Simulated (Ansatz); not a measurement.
Coupled-cluster run, B2ClH3Se (`ClBB[SeH]`).

```yaml
crystal:
  periodic: [false, false, false]
  atoms:
    - {symbol: Cl, position_ang: [-1.089289, -1.806494, 1.524121]}
    - {symbol: B, position_ang: [-0.041402, -0.436189, 1.237036]}
    - {symbol: B, position_ang: [-0.115492, 0.366432, -0.220382]}
    - {symbol: Se, position_ang: [0.949792, -0.198415, -1.695768]}
    - {symbol: H, position_ang: [0.671361, -0.130267, 2.147179]}
    - {symbol: H, position_ang: [-0.823705, 1.315216, -0.378811]}
    - {symbol: H, position_ang: [0.510036, 0.821717, -2.659075]}
basis:
  gaussian: {orbitals: def2-TZVPP}
correlation: {method: ccsd_t}
output: {orbitals: {seedname: orbitals}}
```

```sh
$ ansatz run in.yaml --threads 2 --pin off --events-out ev --progress --plain --max-ram 4352MiB
```

The program prints (abridged):

```
Functional definition: HF
1188 factors; integrals over basis functions are off by at most 7.4e-4 eV
mean field evaluation 1: about -79197.7786 eV, gradient 1.7e1 eV
mean field evaluation 2: about -79197.9615 eV, gradient 1.7e1 eV
mean field evaluation 4: about -79199.4070 eV, gradient 2.1e0 eV
mean field evaluation 8: about -79199.4265 eV, gradient 1.9e-1 eV
mean field evaluation 16: about -79199.0580 eV, gradient 5.5e0 eV
mean field -79199.42683162 eV, -2910.5252527623 hartree, gradient 1.2e-6 eV, S^2 0.000000; 0 other end points of the search recorded, 0 dependent functions left out
16 core orbitals not correlated: weight in the atoms' cores, before any rotation towards them, 1.000 or more for the frozen orbitals, at most 0.000 for the correlated occupied ones
reference -79199.42683162 eV, -2910.5252527623 hartree; 16, 16 occupied and 162, 162 virtual orbitals, 1188 factors
second order -17.88159361 eV of doubles, -0.00000000 eV of singles
cycle   1  -18.50320769 eV  change   -6.2e-1 eV  update   9.8e-2
cycle   2  -18.99229477 eV  change   -4.9e-1 eV  update   2.9e-2
cycle   3  -19.07896507 eV  change   -8.7e-2 eV  update   1.8e-2
cycle   4  -19.06162756 eV  change    1.7e-2 eV  update   6.5e-3
cycle   5  -19.06198501 eV  change   -3.6e-4 eV  update   2.9e-3
cycle   6  -19.06196567 eV  change    1.9e-5 eV  update   8.6e-4
cycle   7  -19.06188596 eV  change    8.0e-5 eV  update   2.7e-4
cycle   8  -19.06203462 eV  change   -1.5e-4 eV  update   1.1e-4
cycle   9  -19.06205942 eV  change   -2.5e-5 eV  update   4.4e-5
cycle  10  -19.06203031 eV  change    2.9e-5 eV  update   1.9e-5
perturbative correction -0.79244561 eV, -0.0291218390 hartree
Total energy: -79219.28130753 eV, -2911.2548912944 hartree
```

Hardware: 2 threads of an Arm Neoverse V2 on a shared host. Wall time 75 s, peak host memory 2.2 GiB.

Correlation energy per correlated electron: -0.620 eV. T1 diagnostic: 0.0136.
